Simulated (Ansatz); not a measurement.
The cluster Sn2O. Charge 0, multiplicity 1. Geometry relaxed at PBE-D4/def2-TZVP.

```xyz
3

Sn    1.1202   -0.8869   -0.5086
Sn   -1.0294    0.1198    1.1078
O    -0.0909    0.7672   -0.5992
```

In the def2 sets Sn takes a core potential; there is no spin–orbit coupling. The structure comes from a short search, and lower isomers may exist.

Problem. Estimate the harmonic wavenumbers at RKS PBE-D4/def2-TZVP (Ansatz, unscaled). Is this a minimum?

Solution. 175, 447, 549 cm⁻¹. Yes, no mode is imaginary beyond noise. Zero-point energy 7.0 kJ/mol. Run time 14 s (2 threads of Arm Neoverse V2 on a shared host).
